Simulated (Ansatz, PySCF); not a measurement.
(Z)-1,2-difluoro-1-methoxyethene (C3H4F2O), SMILES O(C)/C(F)=C/F. Atoms are numbered in the order given.

```xyz
10

C     -2.1740     0.5524    -0.0715
O     -0.9127     0.8179     0.5211
C      0.0712    -0.0033     0.1739
F     -0.1537    -1.2895     0.4262
C      1.2220     0.4196    -0.3508
F      2.2320    -0.4126    -0.5866
H     -2.8673     1.3109     0.3107
H     -2.1117     0.6308    -1.1701
H     -2.5402    -0.4484     0.2033
H      1.4011     1.4704    -0.5787
```

Geometry optimised at PBE0-D3(BJ)/def2-SVP. One conformer was computed; it need not be the lowest.

Vertical ionisation energy (IE) and electron affinity (EA) in eV. Rows of orbital energies are one-electron estimates. Where ΔSCF, EOM or ADC give a negative EA the extra electron is unbound and the value depends on the basis.

```csv
level,IE,EA
"−ε(HOMO), −ε(LUMO), ωB97X/def2-TZVP (PySCF)",9.26,-3.02
"−ε(HOMO), −ε(LUMO), PBE/def2-TZVP (PySCF)",5.57,0.24
"ΔSCF, CAM-B3LYP/def2-TZVPD (Ansatz), final states of multiplicity 2 and 2",9.41,-1.16
"ΔSCF, PBE/def2-TZVPD (Ansatz), final states of multiplicity 2 and 2",9.07,-0.92
```

### Question
What vertical singlet–triplet gap does ΔSCF give with CAM-B3LYP/def2-TZVPD (Ansatz, an electronic-structure program) and with PBE/def2-TZVPD (Ansatz)? (Estimate from the structure and the level; the computed values follow.)

### Answer
4.35 and 4.38 eV (triplet above singlet where positive).
